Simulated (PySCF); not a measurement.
Species: C6H5Cl2F (charge -1 and doublet state).
Numbering: `[CH3:1][C@@H:2]1[CH-:3][C:4]([Cl:5])[C:6]([Cl:7])=[C:8]1[F:9]` (hydrogens: H10, H11, H12 on C1; H13 on C2; H14 on C3)

Geometry (GFN2-xTB, Å), atoms numbered from 1 in this order:
```
atom  x, y, z in Å
C1    -1.8933   -0.0113   -0.0400
C2    -0.5180    0.2064    0.6293
C3     0.3653    1.1494   -0.1346
C4     1.5771    0.5342   -0.3712
Cl5    2.8751    1.2405   -1.2733
C6     1.6006   -0.7549    0.1711
Cl7    2.8972   -1.8851   -0.0143
C8     0.3154   -1.0473    0.6488
F9     0.0837   -1.9658    1.6780
H10   -1.7518   -0.3723   -1.0562
H11   -2.4717   -0.7477    0.5166
H12   -2.4532    0.9234   -0.0751
H13   -0.7277    0.5696    1.6589
H14    0.1006    2.1605   -0.3800
```

Level of theory: UKS B3LYP, pcH-1 on C Cl F H, non-relativistic, mean-field spin-orbit, GIAO in PySCF. Whether the extra electron is bound in the gas phase wasn't checked; a finite basis holds it in any case. A GFN2-xTB geometry isn't a minimum of the functional, and hyperfine couplings can be far from their values at a DFT geometry, by a factor of two or more for some ions and for spin on atoms past the first row. The SCF solution wasn't tested for stability.

(1) Where do the isotropic ENDOR lines of F9, H13, H14, H10/H11/H12, Cl7 and Cl5 fall at 1217.0 mT, to first order?

(2) Which pairs are centred on the nuclear Larmor frequency, and which on half the coupling?

(3) At what field would the lower line of H14 fall to zero frequency?

Results:

(1) ν± = |νn ± a/2|, one line for each electron-spin manifold; νn = |g_N| × 7.62259 MHz/T × B.

| nuclei | isotope | g_N | νn (MHz) | a_iso (MHz) | lower line (MHz) | upper line (MHz) |
| --- | --- | --- | --- | --- | --- | --- |
| F9 | 19F | 5.2577 | 48.77 | 272.90 | 87.68 | 185.23 |
| H13 | 1H | 5.5857 | 51.82 | 93.98 | 4.83 | 98.81 |
| H14 | 1H | 5.5857 | 51.82 | -12.21 | 45.71 | 57.92 |
| H10/H11/H12 | 1H | 5.5857 | 51.82 | -1.66 | 50.99 | 52.65 |
| Cl7 | 35Cl | 0.5479 | 5.08 | 11.95 | 0.89 | 11.06 |
| Cl5 | 35Cl | 0.5479 | 5.08 | 3.60 | 3.28 | 6.88 |

(2) Centred on νn, since |a| < 2νn: H13, H14, H10/H11/H12 and Cl5. Centred on |a|/2 and split by 2νn: F9 and Cl7.

(3) Where νn = |a|/2, that is B = 6.11 MHz/(5.5857 × 7.62259 MHz/T) = 143 mT, as far as first order holds there.

Nuclei that the bonding pattern makes equivalent are averaged, as if the motion that swaps them (rotation, inversion, ring flip) were fast.

Main isotope only: 35Cl (natural samples also hold 24 % 37Cl, magnetic too, which adds its own pattern).

The SMILES draws the unpaired electron on C4; the largest computed Mulliken spin population is on C8 (0.46 against 0.02).
